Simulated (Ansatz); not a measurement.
The multiplicity is imposed and other spin states were not computed.

The numbers are results of Ansatz (a quantum-chemistry and plane-wave program) with r2SCAN-D4/def2-SVP, not measurements. No frequencies were computed at this level.

Ansatz 0.2 input:
```yaml
crystal:
  periodic: [false, false, false]
  atoms:
    - { symbol: Zn, position_ang: [-0.006316, 0.003698, -0.016724] }
    - { symbol: Cl, position_ang: [0.758075, -0.443816, 2.007255] }
basis:
  gaussian: { orbitals: def2-svp }
hamiltonian:
  xc: r2scan
  dispersion: d4
relax:
  max_steps: 150
magnetization:
  spin_polarized: true
  initial_magnetization: 1
```

Output:

```
Functional definition: r2SCAN
553 factors; their error is unknown
mean field evaluation 1: about -60929.1739 eV, gradient 1.8e1 eV
mean field evaluation 2: about -60924.3142 eV, gradient 3.6e1 eV
mean field evaluation 4: about -60930.6587 eV, gradient 1.7e0 eV
mean field evaluation 8: about -60930.6351 eV, gradient 1.7e-2 eV
mean field -60930.63514928 eV, -2239.1595414682 hartree, gradient 7.4e-5 eV, S^2 0.753036; 0 other end points of the search recorded, 0 dependent functions left out
reference -60930.63516813 eV, -2239.1595421607 hartree; 24, 23 occupied and 25, 26 virtual orbitals, 553 factors
relax step   1: F+E_penalty+E_count = -60930.64281608 eV  Δ(F+E_penalty+E_count) = +0.000e0 eV  max|allowed force component| = 5.796e-1 eV/Å  Δτ_max = 0.0000 Å  (27 SCF iters, accepted)
these checks for a lower state are left out or cut short: starts, cluster_reference, orbital_swaps, neighbouring_geometries, increment
553 factors; their error is unknown
mean field evaluation 16: about -60930.6897 eV, gradient 3.4e-3 eV
mean field -60930.65161847 eV, -2239.1601466996 hartree, gradient 2.0e-5 eV, S^2 0.752928; 0 other end points of the search recorded, 0 dependent functions left out
reference -60930.65163742 eV, -2239.1601473963 hartree; 24, 23 occupied and 25, 26 virtual orbitals, 553 factors
relax step   2: F+E_penalty+E_count = -60930.65927297 eV  Δ(F+E_penalty+E_count) = -1.646e-2 eV  max|allowed force component| = 2.314e-1 eV/Å  Δτ_max = 0.0184 Å  (32 SCF iters, accepted)
these checks for a lower state are left out or cut short: starts, cluster_reference, orbital_swaps, neighbouring_geometries, increment
553 factors; their error is unknown
mean field -60930.65433336 eV, -2239.1602464702 hartree, gradient 2.3e-5 eV, S^2 0.752870; 0 other end points of the search recorded, 0 dependent functions left out
reference -60930.65435239 eV, -2239.1602471696 hartree; 24, 23 occupied and 25, 26 virtual orbitals, 553 factors
relax step   3: F+E_penalty+E_count = -60930.66198211 eV  Δ(F+E_penalty+E_count) = -2.709e-3 eV  max|allowed force component| = 2.472e-2 eV/Å  Δτ_max = 0.0117 Å  (33 SCF iters, accepted)
these checks for a lower state are left out or cut short: starts, cluster_reference, orbital_swaps, neighbouring_geometries, increment
553 factors; their error is unknown
mean field evaluation 32: about -60930.6543 eV, gradient 6.0e-2 eV
mean field -60930.65436149 eV, -2239.1602475039 hartree, gradient 1.0e-5 eV, S^2 0.752876; 0 other end points of the search recorded, 0 dependent functions left out
reference -60930.65438052 eV, -2239.1602482030 hartree; 24, 23 occupied and 25, 26 virtual orbitals, 553 factors
relax step   4: F+E_penalty+E_count = -60930.66201076 eV  Δ(F+E_penalty+E_count) = -2.865e-5 eV  max|allowed force component| = 3.063e-3 eV/Å  Δτ_max = 0.0012 Å  (27 SCF iters, accepted)
553 factors; their error is unknown
mean field -60930.65436149 eV, -2239.1602475039 hartree, gradient 1.0e-5 eV, S^2 0.752876; 1 other end points of the search recorded, 0 dependent functions left out
reference -60930.65438052 eV, -2239.1602482031 hartree; 24, 23 occupied and 25, 26 virtual orbitals, 553 factors
Total energy: -60930.66202979 eV, -2239.1605293086 hartree
Atom 0 at     0.003682    -0.002155     0.009749 Å, force     0.001157    -0.000677     0.003063 eV/Å
Atom 1 at     0.748077    -0.437963     1.980782 Å, force    -0.001157     0.000677    -0.003063 eV/Å
Dipole moment:    -0.224369     0.131357    -0.594091 e Å
```

Cost: around 15 core-seconds (rough).
